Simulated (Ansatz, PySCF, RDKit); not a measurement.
Complex: CH5N (SMILES CN) (first 7 atoms) with CH4S (SMILES CS); geometry from B3LYP-D3(BJ)/def2-TZVP, rigid monomers moved along the line of their centres of mass till N2···H13 is 2.48 Å.
(charge 0, multiplicity 1):
```xyz
13

C      0.418     0.390     0.463
N     -0.362    -0.817     0.738
H      1.425     0.262     0.862
H     -0.035     1.233     0.987
H      0.503     0.649    -0.599
H      0.070    -1.636     0.327
H     -1.295    -0.743     0.350
C      1.162     0.110     4.606
S     -0.645    -0.072     4.452
H      1.550     0.829     3.886
H      1.359     0.482     5.611
H      1.665    -0.847     4.483
H     -0.638    -0.567     3.191
```

Monomers are frozen at their geometry in the pair; levels with a basis set take the counterpoise correction. Rows marked so take none. RDKit's UFF carries no charges.

Correlated levels freeze the cores. Rows in 3-21G, 6-31G* carry no dispersion term and start afresh at each structure (6-31G* with six Cartesian d functions).

The values were computed with Ansatz (Gaussian orbitals); PySCF for 3-21G rows, 6-31G* rows, the dispersion terms; RDKit for the force fields. Each number belongs to the level named beside it.

```json
[
 {"level": "UFF", "interaction energy (kcal/mol)": "-0.45"},
 {"level": "HF/3-21G (no counterpoise)", "interaction energy (kcal/mol)": "-4.26"},
 {"level": "HF/6-31G* (no counterpoise)", "interaction energy (kcal/mol)": "-2.25"},
 {"level": "PBE/def2-TZVPPD", "interaction energy (kcal/mol)": "-2.91"},
 {"level": "r2SCAN/def2-TZVPPD", "interaction energy (kcal/mol)": "-3.04"},
 {"level": "r2SCAN-D4/def2-TZVPPD", "interaction energy (kcal/mol)": "-3.54"},
 {"level": "B3LYP/6-31G*", "interaction energy (kcal/mol)": "-2.55"},
 {"level": "CCSD/aug-cc-pV(D+d)Z", "interaction energy (kcal/mol)": "…"},
 {"level": "CCSD(T)/aug-cc-pV(D+d)Z", "interaction energy (kcal/mol)": "…"}
]
```

Problem. Complete the blanks.

Solution. 
- CCSD/aug-cc-pV(D+d)Z, interaction energy (kcal/mol): -2.81
- CCSD(T)/aug-cc-pV(D+d)Z, interaction energy (kcal/mol): -3.14

Ansatz is a program for electronic structure.
